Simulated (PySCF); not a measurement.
C12H14O: Computed beside measured shifts

System: C12H14O (measured compound), SMILES O=C(c1ccccc1)C1CCCC1.

Atom-mapped SMILES (hydrogens are numbered by the atom that bears them): [O:1]=[C:2]([c:3]1[cH:4][cH:5][cH:6][cH:7][cH:8]1)[CH:9]1[CH2:10][CH2:11][CH2:12][CH2:13]1

Method: GIAO KT3/pcSseg-1, gas phase, PySCF SCF with an in-house response code, fitting set def2-universal-JFIT, grid level 2, non-relativistic, on the GFN2-xTB geometry.

One optimised conformer. Values are averaged over the atoms that symmetry or fast rotation interchanges, on this one geometry and without vibrational averaging. Shifts are the reference shielding less the shielding here, at the same level (13C, 1H against isolated TMS; 17O against isolated H2O); nuclei without a reference have shieldings only.

Problem. What shifts does this level give for C9, C10/13, C11/12, and how do they compare with measurement?

Solution. 
```csv
atom,nucleus,computed / ppm,measured / ppm,computed less measured,measured against,medium of the measurement
C9,13C,46.9,46.4,0.5,TMS,not stated per compound (mostly CDCl3 or CCl4)
C10/13,13C,33.1,30,3.1,TMS,not stated per compound (mostly CDCl3 or CCl4)
C11/12,13C,32.2,26.3,5.9,TMS,not stated per compound (mostly CDCl3 or CCl4)
```

Measured values: Pretsch, Buehlmann, Badertscher, Structure Determination of Organic Compounds, 4th ed..
